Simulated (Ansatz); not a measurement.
# Relative stability

Two relaxed structures of CH3ClIn (charge +1), singlet (PBE0-D4/def2-TZVP; forces vanish, vibrations not checked).

A:

| atom | x (Å) | y (Å) | z (Å) |
| --- | --- | --- | --- |
| Cl1 | -1.6702 | -1.6111 | -0.6610 |
| C2 | -0.1191 | -1.0977 | -0.2104 |
| In3 | 0.2573 | 0.5431 | 0.8483 |
| H4 | 0.6550 | -1.7524 | -0.5856 |
| H5 | -2.1074 | -2.5254 | 0.1975 |
| H6 | 0.6318 | 1.9329 | 1.6685 |

B:

Cl1  (-1.842, -1.419, -0.257)
C2  (-0.280, -1.003, -0.140)
In3  (0.491, 1.162, 0.169)
H4  (0.360, -1.891, -0.228)
H5  (0.701, 1.782, -1.384)
H6  (0.570, 1.368, 1.840)
(Å)

Computed with Ansatz 0.2.0 (basis: def2-TZVPP); correlated methods freeze the cores. Filled d shells of the heavier atoms are correlated. Core potentials replace the inner electrons of the atoms past krypton. The def2 sets are not built for correlating such inner shells, so the correlated values are less sure here. B3LYP uses VWN-RPA correlation.

(1) Which structure is lower at CCSD(T), and by how much? (Judge from chemistry; the value comes from the calculation.)

The T1 diagnostic stays at or below 0.020.

## Answers

(1) By the calculation: B, by 75.1 kJ/mol (electronic energy, against the other). By their contacts, A is CH₃ClIn ([ClH][CH][InH]), total charge +1 and B is CH₃ClIn ([Cl][CH][InH2]), total charge +1.

All methods give the same order:

```csv
method,E(B) − E(A) (kJ/mol)
PBE-D4,-44.4
r2SCAN-D4,-55.9
PBE0-D4,-49.8
B3LYP-D4,-66.6
wB97M-V,-70.6
HF,-126.9
MP2,-48.1
CCSD,-79.5
CCSD(T),-75.1
```

Labels in which every atom is bracketed show which atoms are joined, not bond orders.

For scale, one of the runs: CCSD(T)/def2-TZVPP, 165 basis functions, launched by `ansatz run in.yaml --threads 2 --pin off --events-out ev --progress --plain --max-ram 4352MiB`. The run took 12 s on 2 CPU threads of an AMD EPYC 9R45 (shared host), with 1.4 GiB of host memory at its peak.
